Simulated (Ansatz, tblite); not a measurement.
Removing an electron: BiH2(NMe2) (C2H8BiN). Total charge 0; singlet. Geometry: PBE-D4/def2-SVP. Ansatz, gas phase; energy differences of separate SCF runs; the oxidised species was run as a doublet alone.

Cartesian coordinates in Å:
```
Bi -1.759 0.775 -1.064
H -0.523 1.952 -1.762
H -1.447 -0.330 -2.477
N -0.359 -0.375 0.201
C 0.904 -0.725 -0.415
C -0.187 0.200 1.523
H 1.597 0.143 -0.590
H 0.741 -1.223 -1.392
H 1.451 -1.444 0.240
H -1.168 0.459 1.975
H 0.292 -0.549 2.198
H 0.459 1.119 1.562
```

In the def2 sets Bi takes a core potential; there is no spin–orbit coupling. The xTB rows come from tblite.

```csv
level,−HOMO (eV),vertical IE (eV),−LUMO (eV),HOMO–LUMO gap (eV)
GFN1-xTB,9.28,12.75,4.01,5.27
GFN2-xTB,9.20,12.63,4.44,4.76
r2SCAN-D4/def2-TZVP,5.02,7.71,1.45,3.58
```

Question: Estimate the rows for PBE-D4/def2-TZVP, PBE0-D4/def2-TZVP.

Answer: 
```tsv
level	−HOMO (eV)	vertical IE (eV)	−LUMO (eV)	HOMO–LUMO gap (eV)
PBE-D4/def2-TZVP	4.80	7.80	1.68	3.12
PBE0-D4/def2-TZVP	6.04	7.79	0.92	5.13
```

 Raw xTB energy differences between charge states are shifted by several eV; the methods need an empirical correction for them.
